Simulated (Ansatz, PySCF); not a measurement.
Gas-phase reaction R1 → P1 + P2, each structure at its B3LYP-D3(BJ)/def2-SVP stationary point, reached from a drawn start (curvature not checked).
R1: Cl5H3NNb (SMILES [NH3+][Nb-]([Cl])([Cl])([Cl])([Cl])[Cl]), charge 0, multiplicity 1.
P1, Cl4H2NNb (SMILES [NH2][Nb]([Cl])([Cl])([Cl])[Cl]) (charge 0, multiplicity 1):
| atom | x (Å) | y (Å) | z (Å) |
|---|---|---|---|
| N | -1.3029 | 0.1423 | 0.0084 |
| Nb | 0.6369 | -0.0696 | -0.0040 |
| Cl | 0.1740 | -2.3564 | -0.1821 |
| Cl | 1.7620 | -0.3470 | 1.9896 |
| Cl | 0.6808 | 2.2632 | 0.1755 |
| Cl | 1.7722 | -0.0391 | -2.0110 |
| H | -1.9538 | -0.6377 | -0.0544 |
| H | -1.7693 | 1.0443 | 0.0782 |
P2: HCl (SMILES Cl), charge 0, multiplicity 1.

P less R. No zero-point or thermal terms; no spin–orbit coupling.

Correlated levels freeze the cores.

Programs: Ansatz (a quantum-chemistry and plane-wave program) with Gaussian orbitals; PySCF for the D3/D4 terms. Each number belongs to the level named beside it. Elements past Kr take the def2 small-core potentials, without spin–orbit coupling.

Total energies in hartree:

```tsv
structure	PBE/def2-TZVPP	B3LYP-D3(BJ)/def2-TZVPP	CCSD(T)/def2-TZVPP
R1	-2413.995649	-2415.092752	-2411.984345
P1	-1953.318212	-1954.200538	-1951.601145
P2	-460.627433	-460.836790	-460.331114
```

### Question
Work out the reaction energy at each level in eV (1 hartree = 27.21139 eV), and say how far PBE/def2-TZVPP lies from CCSD(T)/def2-TZVPP.

### Answer
- PBE/def2-TZVPP: (-1953.318212) + (-460.627433) − (-2413.995649) = 0.050004 hartree = 1.361 eV
- B3LYP-D3(BJ)/def2-TZVPP: (-1954.200538) + (-460.836790) − (-2415.092752) = 0.055424 hartree = 1.508 eV
- CCSD(T)/def2-TZVPP: (-1951.601145) + (-460.331114) − (-2411.984345) = 0.052086 hartree = 1.417 eV
PBE/def2-TZVPP less CCSD(T)/def2-TZVPP: -0.056 eV. CCSD(T)/def2-TZVPP is the level counted from, the highest shown, and no exact or measured value.
